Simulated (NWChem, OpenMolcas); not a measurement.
How basis sets differ on C2H7AlO (SMILES C[CH2][AlH][OH])

C2H7AlO: 11 atoms, total charge 0, spin state singlet. As SMILES, `C[CH2][AlH][OH]`. The coordinates come from a PBE0-D4/def2-TZVP relaxation. This is one conformer, not always the lowest.

Quantity: the HOMO–LUMO gap, in eV. The values are calculated.

```csv
level,kind,program,value (eV)
HF/ANO-R0 (sfX2C),Hartree–Fock,OpenMolcas,12.97
HF/ANO-XS-MB (DKH2),Hartree–Fock,OpenMolcas,13.61
HF/STO-3G,Hartree–Fock,NWChem,17.66
HF/3-21G,Hartree–Fock,OpenMolcas,12.90
HF/6-31G* (spherical functions),Hartree–Fock,OpenMolcas,12.84
```

The values span 12.84 to 17.66 eV. A Hartree–Fock LUMO above zero doesn't converge with the basis: it sinks as sets grow more diffuse. Orbital gaps aren't excitation energies.
